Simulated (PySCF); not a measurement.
Excitations are Tamm–Dancoff values on a coarser integration grid. The basis has no diffuse functions, so Rydberg states are missing or too high.

Species: C4H12Ge, SMILES `[CH3][Ge]([CH3])([CH3])[CH3]` (charge 0, multiplicity 1).

Problem. What S1 excitation (TDA), HOMO–LUMO gap and HOMO does PBE-D3(BJ)/def2-TZVP // B3LYP-D3(BJ)/def2-SVP in PySCF 2.14.0 give?

Solution. 
```
Quantity                Value
-------------------  --------
S1 excitation (TDA)   6.95 eV
HOMO–LUMO gap         6.88 eV
HOMO                 -6.82 eV
```
